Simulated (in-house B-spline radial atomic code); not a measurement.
A fraction x of an electron is moved 4d → 5d in Xe³⁺, starting from [Kr] 4d10 5s2 5p3 and keeping the highest spin. Computed with a radial B-spline atomic code at the basis-set limit: scalar-relativistic (X2C) OLYP, spin-polarised, spherical fractional occupations, Fermi nucleus of rms radius 4.7859 fm.

```json
{"x": "0", "E(x) - E(0) (eV)": "0.0000", "4d down level (eV)": "-92.964", "5d up level (eV)": "-"}
{"x": "0.125", "E(x) - E(0) (eV)": "9.0583", "4d down level (eV)": "-94.148", "5d up level (eV)": "-21.229"}
{"x": "0.25", "E(x) - E(0) (eV)": "?", "4d down level (eV)": "?", "5d up level (eV)": "?"}
{"x": "0.375", "E(x) - E(0) (eV)": "27.5122", "4d down level (eV)": "-96.489", "5d up level (eV)": "-21.783"}
{"x": "0.5", "E(x) - E(0) (eV)": "36.9056", "4d down level (eV)": "-97.648", "5d up level (eV)": "-22.061"}
{"x": "0.625", "E(x) - E(0) (eV)": "46.4085", "4d down level (eV)": "-98.799", "5d up level (eV)": "-22.340"}
{"x": "0.75", "E(x) - E(0) (eV)": "?", "4d down level (eV)": "?", "5d up level (eV)": "?"}
{"x": "0.875", "E(x) - E(0) (eV)": "65.7395", "4d down level (eV)": "-101.079", "5d up level (eV)": "-22.894"}
{"x": "1", "E(x) - E(0) (eV)": "75.5663", "4d down level (eV)": "-102.209", "5d up level (eV)": "-23.168"}
```

Q: What belongs in the row x = 0.25?

A: An energy change of 18.2294 eV; 4d down at -95.323 eV, 5d up at -21.505 eV.

Q: What belongs in the row x = 0.75?

A: An energy change of 56.0200 eV; 4d down at -99.943 eV, 5d up at -22.617 eV.

Q: Check Janak's theorem between x = 0.375 and 0.5.

A: The slope of the energy is 75.15 eV; the orbital levels give 75.15 eV (ε of the receiving orbital less ε of the emptying one, averaged over the two points).
